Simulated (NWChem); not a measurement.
System: CH₈N₂Si; SMILES [SiH2](N)NC

Parts of the log:

```
             Northwest Computational Chemistry Package (NWChem) 7.3.0
             --------------------------------------------------------

 C1  symmetry detected

                             Geometry "geometry" -> ""
                             -------------------------

 Output coordinates in angstroms (scale by  1.889725989 to convert to a.u.)

  No.       Tag          Charge          X              Y              Z
 ---- ---------------- ---------- -------------- -------------- --------------
    1 C                    6.0000     0.07959340    -2.19784442     0.15748534
    2 N                    7.0000     0.43523577    -0.85234587    -0.24599319
    3 Si                  14.0000    -0.52293059     0.58173348    -0.03411620
    4 N                    7.0000     0.57599248     1.92338735     0.09360787
    5 H                    1.0000     0.95211869    -2.75139810     0.57232108
    6 H                    1.0000    -0.34881559    -2.82376488    -0.66216963
    7 H                    1.0000    -0.68544382    -2.15517148     0.96035388
    8 H                    1.0000     1.19151256    -0.80404922    -0.93378858
    9 H                    1.0000    -1.43816282     1.01041132    -1.16181168
   10 H                    1.0000    -1.40143548     0.23457784     1.14884031
   11 H                    1.0000     1.23185077     1.98377327     0.87580774
   12 H                    1.0000     0.26324572     2.85112861    -0.20014109

 Effective nuclear repulsion energy (a.u.)     176.4734120376

                                Z-matrix (autoz)
                                --------

 Units are Angstrom for bonds and degrees for angles

[...]

      ----------------------
      Optimization converged
      ----------------------

  Step       Energy      Delta E   Gmax     Grms     Xrms     Xmax
  ---- ---------------- -------- -------- -------- -------- --------
@   31    -438.03298707 -2.3D-08  0.00000  0.00000  0.00072  0.00208
                                     ok       ok       ok

                                Z-matrix (autoz)
                                --------

 Units are Angstrom for bonds and degrees for angles

[...]

 Rotational Constants
 --------------------
 A=   0.408867 cm-1  (  0.588255 K)
 B=   0.105470 cm-1  (  0.151744 K)
 C=   0.094469 cm-1  (  0.135917 K)

 Temperature                      =   298.15K
 frequency scaling parameter      =   1.0000

 Zero-Point correction to Energy  =   65.615 kcal/mol  (  0.104564 au)
 Thermal correction to Energy     =   69.722 kcal/mol  (  0.111108 au)
 Thermal correction to Enthalpy   =   70.314 kcal/mol  (  0.112052 au)

 Total Entropy                    =   78.792 cal/mol-K
   - Translational                =   38.884 cal/mol-K (mol. weight =  76.0457)
   - Rotational                   =   25.474 cal/mol-K (symmetry #  =        1)
   - Vibrational                  =   14.434 cal/mol-K

 Cv (constant volume heat capacity) =   21.778 cal/mol-K
   - Translational                  =    2.979 cal/mol-K
   - Rotational                     =    2.979 cal/mol-K
   - Vibrational                    =   15.819 cal/mol-K

[normal modes left out]

 ----------------------------------------------------------------------------
 Normal Eigenvalue ||           Projected Infra Red Intensities
  Mode   [cm**-1]  || [atomic units] [(debye/angs)**2] [(KM/mol)] [arbitrary]
 ------ ---------- || -------------- ----------------- ---------- -----------
    1        0.000 ||    0.000218           0.005         0.212       0.031
    2        0.000 ||    0.002046           0.047         1.994       0.288
    3        0.000 ||    0.000157           0.004         0.153       0.022
    4        0.000 ||    0.000084           0.002         0.082       0.012
    5        0.000 ||    0.000583           0.013         0.568       0.082
    6        0.000 ||    0.000024           0.001         0.023       0.003
    7       62.408 ||    0.000981           0.023         0.957       0.138
    8      127.510 ||    0.001273           0.029         1.241       0.179
    9      221.072 ||    0.003982           0.092         3.882       0.561
   10      275.121 ||    0.001452           0.034         1.416       0.204
   11      359.552 ||    0.002778           0.064         2.708       0.391
   12      524.857 ||    0.159362           3.677       155.354      22.437
   13      575.040 ||    0.139197           3.211       135.697      19.598
   14      610.647 ||    0.296777           6.847       289.312      41.785
   15      766.521 ||    0.027177           0.627        26.493       3.826
   16      887.329 ||    0.042076           0.971        41.018       5.924
   17      933.352 ||    0.043793           1.010        42.692       6.166
   18      967.090 ||    0.288991           6.667       281.723      40.688
   19     1027.758 ||    0.159107           3.671       155.105      22.401
   20     1058.723 ||    0.425291           9.812       414.595      59.879
   21     1188.877 ||    0.129785           2.994       126.521      18.273
   22     1226.808 ||    0.015222           0.351        14.840       2.143
   23     1250.356 ||    0.003013           0.070         2.937       0.424
   24     1566.654 ||    0.050963           1.176        49.682       7.175
   25     1622.472 ||    0.005104           0.118         4.976       0.719
   26     1677.238 ||    0.003284           0.076         3.201       0.462
   27     1704.003 ||    0.004578           0.106         4.463       0.645
   28     1780.508 ||    0.067694           1.562        65.991       9.531
   29     2271.317 ||    0.256843           5.926       250.383      36.162
   30     2279.045 ||    0.192352           4.438       187.514      27.082
   31     3164.136 ||    0.075360           1.739        73.465      10.610
   32     3209.803 ||    0.062353           1.439        60.785       8.779
   33     3236.240 ||    0.044582           1.029        43.461       6.277
   34     3738.256 ||    0.016985           0.392        16.558       2.391
   35     3768.018 ||    0.012593           0.291        12.276       1.773
   36     3839.418 ||    0.020854           0.481        20.329       2.936
 ----------------------------------------------------------------------------
```

Level: Hartree-Fock/3-21G. 

Question: Reconstruct the input file.

Answer: One answer among several that fit: the input that was run:
```
start job
memory heap 200 mb stack 900 mb global 1100 mb
geometry units angstroms
  C      0.023825    -2.213308     0.155957
  N      0.467829    -0.896007    -0.252970
  Si    -0.447736     0.578728    -0.172623
  N      0.687639     1.882381     0.015507
  H      0.832462    -2.784625     0.665382
  H     -0.353165    -2.849858    -0.680600
  H     -0.808475    -2.115765     0.883599
  H      1.284611    -0.898547    -0.869582
  H     -1.239279     1.003223    -1.391793
  H     -1.442890     0.303739     0.934501
  H      1.271841     1.944450     0.852459
  H      0.439964     2.810771    -0.333136
end
basis spherical
  C library 3-21g
  N library 3-21g
  Si library 3-21g
  H library 3-21g
end
dft
  xc hfexch
  iterations 150
end
driver
  maxiter 120
end
task dft optimize
task dft freq
```
